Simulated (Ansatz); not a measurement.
Consider the redistribution: `[SiH3][S][AlH][SH]` + `CC(F)[SiH3]` → `[SiH3][AlH][SH]` + `CC(F)S[SiH3]`.

Gas-phase electronic energies from Ansatz, PBE0-D4/def2-TZVP geometries. CBS: MP2 limit from def2 TZ/QZ plus the TZ coupled-cluster correction, frozen cores. DFT in def2-TZVPP. B3LYP here is the variant with VWN-RPA as its local correlation; programs differ in this. Each species was taken in one conformer, which may not be the lowest.

```json
{"level": "PBE-D4", "ΔE (kcal/mol)": "28.2", "difference from CCSD(T)/CBS": "-4.2"}
{"level": "r2SCAN-D4", "ΔE (kcal/mol)": "31.3", "difference from CCSD(T)/CBS": "-1.1"}
{"level": "PBE0-D4", "ΔE (kcal/mol)": "29.7", "difference from CCSD(T)/CBS": "-2.7"}
{"level": "B3LYP-D4", "ΔE (kcal/mol)": "31.5", "difference from CCSD(T)/CBS": "-0.9"}
{"level": "ωB97X-V", "ΔE (kcal/mol)": "31.0", "difference from CCSD(T)/CBS": "-1.4"}
{"level": "ωB97M-V", "ΔE (kcal/mol)": "32.9", "difference from CCSD(T)/CBS": "0.5"}
{"level": "B2PLYP", "ΔE (kcal/mol)": "32.1", "difference from CCSD(T)/CBS": "-0.3"}
{"level": "PBE", "ΔE (kcal/mol)": "27.8", "difference from CCSD(T)/CBS": "-4.6"}
{"level": "r2SCAN", "ΔE (kcal/mol)": "31.3", "difference from CCSD(T)/CBS": "-1.1"}
{"level": "PBE0", "ΔE (kcal/mol)": "29.4", "difference from CCSD(T)/CBS": "-3.0"}
{"level": "B3LYP", "ΔE (kcal/mol)": "30.8", "difference from CCSD(T)/CBS": "-1.6"}
{"level": "HF/def2-TZVPP", "ΔE (kcal/mol)": "33.7", "difference from CCSD(T)/CBS": "1.3"}
{"level": "MP2/def2-TZVPP", "ΔE (kcal/mol)": "34.1", "difference from CCSD(T)/CBS": "1.7"}
{"level": "SCS-MP2/def2-TZVPP", "ΔE (kcal/mol)": "33.4", "difference from CCSD(T)/CBS": "1.0"}
{"level": "CCSD/def2-TZVPP", "ΔE (kcal/mol)": "31.9", "difference from CCSD(T)/CBS": "-0.5"}
{"level": "CCSD(T)/def2-TZVPP", "ΔE (kcal/mol)": "31.6", "difference from CCSD(T)/CBS": "-0.8"}
{"level": "HF/def2-QZVPP", "ΔE (kcal/mol)": "33.8", "difference from CCSD(T)/CBS": "1.4"}
{"level": "MP2/def2-QZVPP", "ΔE (kcal/mol)": "34.6", "difference from CCSD(T)/CBS": "2.2"}
{"level": "SCS-MP2/def2-QZVPP", "ΔE (kcal/mol)": "34.0", "difference from CCSD(T)/CBS": "1.6"}
{"level": "HF/CBS(def2)", "ΔE (kcal/mol)": "33.8", "difference from CCSD(T)/CBS": "1.4"}
{"level": "MP2/CBS(def2)", "ΔE (kcal/mol)": "34.9", "difference from CCSD(T)/CBS": "2.5"}
{"level": "CCSD/CBS(def2)", "ΔE (kcal/mol)": "32.7", "difference from CCSD(T)/CBS": "0.3"}
{"level": "CCSD(T)/CBS", "ΔE (kcal/mol)": "32.4", "difference from CCSD(T)/CBS": "0"}
```

Largest T1 diagnostic among the species: 0.013.

From PBE to PBE0 (25 % exact exchange), in def2-TZVPP and without D4, ΔE moves by +1.6 kcal/mol.
